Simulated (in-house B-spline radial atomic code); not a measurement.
A run on neutral potassium (an excited or competing configuration) that did not converge. Method: scalar-relativistic (X2C) wB97X, spin-polarised, spherical fractional occupations, Fermi nucleus of rms radius 3.4349 fm; computed with a B-spline radial code for spherical atoms. In the input, 2p2,3 would mean two up and three down electrons.

Command:
```bash
python run_scf.py task.json out
```
Settings (nuclear radius in fm, mass in u):
```
Z                19
configuration    1s2 2s2 2p6 3s0,1 3p6 4s0,1 5p1,0
hamiltonian      x2c
method           wb97x
spin_polarised   True
nucleus          fermi
rms_radius       3.4349
atomic_mass      38.96371
speed_of_light   137.035999084
```

First and last ten iterations of the last attempt (damped for 15 steps, keeping 80 % of the old Fock matrix, then DIIS):
```
 iter        energy (Eh)    residual
    1        -597.970766    2.75e-01
    2        -600.137034    1.10e-01
    3        -600.457882    7.87e-02
    4        -600.572049    6.03e-02
    5        -600.631146    4.59e-02
    6        -600.661627    3.47e-02
    7        -600.677922    2.62e-02
    8        -600.687007    1.98e-02
    9        -600.692142    1.50e-02
   10        -600.694803    1.13e-02
  111        -600.138095    1.79e-01
  112        -600.105921    1.94e-01
  113        -592.786850    1.77e-01
  114        -592.763431    1.79e-01
  115        -592.761146    1.79e-01
  116        -592.537367    1.31e-01
  117        -600.205593    1.91e-01
  118        -600.683340    4.44e-02
  119        -600.697233    1.43e-02
  120        -600.701552    5.07e-03
 not converged after 120 iterations
```

The smallest residual met was 9.8e-04; the threshold is about 2e-07. No energy from this run should be used. Time taken, with all properties: 7 s on 1 thread of Arm Neoverse V2, on a shared host.
